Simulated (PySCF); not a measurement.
First SCF of a structure search on singlet [WO2]2+, at a hand-made linear geometry. PySCF input:

```python
from pyscf import gto, scf, dft
mol = gto.M(atom='''
W      0.000000     0.000000     0.000000
O      0.000000     0.000000     1.734600
O      0.000000     0.000000    -1.734600''',
    basis={'W': 'def2-TZVP', 'O': 'def2-TZVP'},
    ecp={'W': 'def2-TZVP'},
    charge=2, spin=0)
mf = dft.RKS(mol, xc='PBE')
mf.grids.atom_grid = (50, 194)
aux = {'W': 'def2-universal-JKFIT', 'O': 'def2-universal-JKFIT'}
mf = mf.density_fit(auxbasis=aux)
mf.conv_tol = 1e-08
mf.diis_space = 10
mf.max_cycle = 60
mf.init_guess = 'minao'
mf.verbose = 4
mf.kernel()
```

Excerpt of the output (cycles and frontier levels); where DIIS stalls, ADIIS, DIIS with a small level shift and a second-order solver take over in turn:

```
init E= -198.590975505117
  HOMO = -0.530512392334064  LUMO = -0.324722203768797  gap/eV = 5.59984
cycle= 1 E= -215.065711175603  delta_E= -16.5  |g|= 2.27  |ddm|= 7.99
cycle= 2 E= -197.658594876427  delta_E= 17.4  |g|= 7.03  |ddm|= 7.52
  HOMO = -0.778186634817381  LUMO = -0.776832391346077  gap/eV = 0.03685
cycle= 3 E= -213.037154806688  delta_E= -15.4  |g|= 3.55  |ddm|= 6.65
  HOMO = -0.790219486364702  LUMO = -0.779643567516906  gap/eV = 0.28779
cycle= 4 E= -216.299084622996  delta_E= -3.26  |g|= 0.523  |ddm|= 2.49
cycle= 5 E= -214.081935991731  delta_E= 2.22  |g|= 2.81  |ddm|= 2.43
  HOMO = -0.808453263858193  LUMO = -0.806262980225038  gap/eV = 0.05960
cycle= 6 E= -214.129463303994  delta_E= -0.0475  |g|= 2.77  |ddm|= 1.43
cycle= 7 E= -216.071641344533  delta_E= -1.94  |g|= 1.11  |ddm|= 1.63
  HOMO = -0.807996175122287  LUMO = -0.806337794367076  gap/eV = 0.04513
cycle= 8 E= -216.104979868994  delta_E= -0.0333  |g|= 1.04  |ddm|= 0.0727
... 84 lines left out ...
cycle= 55 E= -216.150184838858  delta_E= -0.0167  |g|= 0.996  |ddm|= 1.79
  HOMO = -0.809911642343312  LUMO = -0.779471950473917  gap/eV = 0.82831
cycle= 56 E= -216.185192959355  delta_E= -0.035  |g|= 0.912  |ddm|= 0.0602
  HOMO = -0.824091515549544  LUMO = -0.763348803126302  gap/eV = 1.65289
cycle= 57 E= -216.100078299234  delta_E= 0.0851  |g|= 1.11  |ddm|= 0.117
  HOMO = -0.805810915871501  LUMO = -0.786795054014942  gap/eV = 0.51745
cycle= 58 E= -216.21002943708  delta_E= -0.11  |g|= 0.85  |ddm|= 0.153
cycle= 59 E= -214.171785427257  delta_E= 2.04  |g|= 2.74  |ddm|= 2.43
cycle= 60 E= -214.222353039157  delta_E= -0.0506  |g|= 2.69  |ddm|= 0.094
SCF not converged.
init E= -198.590975505117
  HOMO = -0.530512392334067  LUMO = -0.324722203768818  gap/eV = 5.59984
cycle= 1 E= -215.065711175603  delta_E= -16.5  |g|= 2.27  |ddm|= 7.99
cycle= 2 E= -197.658595385163  delta_E= 17.4  |g|= 7.03  |ddm|= 7.52
  HOMO = -0.764694403104783  LUMO = -0.752038288838715  gap/eV = 0.34439
cycle= 3 E= -209.489459523952  delta_E= -11.8  |g|=  4.6  |ddm|= 5.01
cycle= 4 E= -215.936040014594  delta_E= -6.45  |g|=  1.4  |ddm|= 4.76
  HOMO = -0.817225439447668  LUMO = -0.769347255465781  gap/eV = 1.30283
cycle= 5 E= -216.152283438317  delta_E= -0.216  |g|= 0.99  |ddm|= 1.81
  HOMO = -0.790846163159689  LUMO = -0.788852879762338  gap/eV = 0.05424
cycle= 6 E= -216.167443468501  delta_E= -0.0152  |g|= 0.888  |ddm|= 1.78
  HOMO = -0.797593729121065  LUMO = -0.794917609534349  gap/eV = 0.07282
cycle= 7 E= -216.274943685314  delta_E= -0.108  |g|= 0.641  |ddm|= 1.78
cycle= 8 E= -216.254982814792  delta_E= 0.02  |g|= 0.713  |ddm|= 0.0485
cycle= 9 E= -216.159365390478  delta_E= 0.0956  |g|= 0.907  |ddm|= 1.78
cycle= 10 E= -216.165460678832  delta_E= -0.0061  |g|= 0.893  |ddm|= 0.0163
cycle= 11 E= -216.263299947054  delta_E= -0.0978  |g|= 0.683  |ddm|= 1.78
cycle= 12 E= -216.167341233703  delta_E= 0.096  |g|= 0.887  |ddm|= 1.78
cycle= 13 E= -216.260455415794  delta_E= -0.0931  |g|= 0.693  |ddm|= 1.78
cycle= 14 E= -216.165363596446  delta_E= 0.0951  |g|= 0.892  |ddm|= 1.78
cycle= 15 E= -216.343684137032  delta_E= -0.178  |g|= 0.478  |ddm|= 1.64
cycle= 16 E= -216.392239975892  delta_E= -0.0486  |g|= 0.241  |ddm|= 1.48
cycle= 17 E= -216.279659431041  delta_E= 0.113  |g|= 0.661  |ddm|= 1.24
  HOMO = -0.79764210779557  LUMO = -0.796294921847447  gap/eV = 0.03666
cycle= 18 E= -216.177102491103  delta_E= 0.103  |g|= 0.873  |ddm|=  1.7
cycle= 19 E= -216.261190651897  delta_E= -0.0841  |g|= 0.69  |ddm|= 1.77
  HOMO = -0.7978264562058  LUMO = -0.796206193860759  gap/eV = 0.04409
cycle= 20 E= -216.171310016292  delta_E= 0.0899  |g|= 0.883  |ddm|= 1.77
SCF not converged.
init E= -216.171310016292
  HOMO = -0.898798349294569  LUMO = -0.577645017241565  gap/eV = 8.73903
cycle= 1 E= -214.264588582784  delta_E= 1.91  |g|= 3.16  |ddm|= 2.11
cycle= 2 E= -196.578555245358  delta_E= 17.7  |g|= 7.28  |ddm|= 8.12
  HOMO = -0.692475226333387  LUMO = -0.657503623506158  gap/eV = 0.95163
cycle= 3 E= -213.02630836528  delta_E= -16.4  |g|= 3.56  |ddm|= 7.03
  HOMO = -0.74291138121583  LUMO = -0.732680837417481  gap/eV = 0.27839
cycle= 4 E= -214.435741500726  delta_E= -1.41  |g|= 2.53  |ddm|= 0.728
  HOMO = -0.721189129306609  LUMO = -0.647029888339962  gap/eV = 2.01798
cycle= 5 E= -215.852726217991  delta_E= -1.42  |g|= 1.49  |ddm|= 2.42
  HOMO = -0.817874934112119  LUMO = -0.669917755960836  gap/eV = 4.02612
cycle= 6 E= -216.048678870279  delta_E= -0.196  |g|= 1.21  |ddm|= 0.389
  HOMO = -0.773982954505648  LUMO = -0.711982807246894  gap/eV = 1.68711
cycle= 7 E= -216.23587806628  delta_E= -0.187  |g|= 0.775  |ddm|= 0.393
... 37 lines left out ...
  HOMO = -0.804046640061228  LUMO = -0.75002510948724  gap/eV = 1.47000
cycle= 27 E= -216.004749781787  delta_E= 0.306  |g|= 1.38  |ddm|= 0.736
  HOMO = -0.803922470869493  LUMO = -0.750363108292593  gap/eV = 1.45742
cycle= 28 E= -215.843740191654  delta_E= 0.161  |g|= 1.56  |ddm|= 0.388
  HOMO = -0.803575951257688  LUMO = -0.751829408355267  gap/eV = 1.40810
cycle= 29 E= -215.784679162374  delta_E= 0.0591  |g|= 1.62  |ddm|= 0.201
  HOMO = -0.803540777220802  LUMO = -0.750922817457742  gap/eV = 1.43181
cycle= 30 E= -215.774374375182  delta_E= 0.0103  |g|= 1.62  |ddm|= 0.101
SCF not converged.
  HOMO = -1.10039930493022  LUMO = -0.531364809606589  gap/eV = 15.48422
macro= 0  E= -216.330506888623  delta_E= -0.556133  |g|= 0.194845  3 KF 11 JK
macro= 1  E= -216.334141665587  delta_E= -0.00363478  |g|= 0.000740214  3 KF 13 JK
macro= 2  E= -216.334141643866  delta_E= 2.17208e-08  |g|= 0.000144699  1 KF 5 JK
macro= 3  E= -216.334141643867  delta_E= -4.54747e-13  |g|= 3.25958e-05  1 KF 2 JK
macro X = 4  E=-216.334141643867  |g|= 3.25958e-05  total 9 KF 36 JK
converged SCF energy = -216.334141643867
```

No lower solution of this spin was found by a stability analysis within the restricted form, which does not test spin polarisation.

Stability towards spin polarisation was not tested. With an element this heavy the missing spin–orbit coupling can shift these numbers.

The search for the lowest solution, with the stability check, took 66 s on 2 threads of a shared AMD EPYC (Zen 3) host, with 102 basis functions; the process peaked at 0.28 GiB. Launch command: `OMP_NUM_THREADS=2 python axn.py task.json out`.
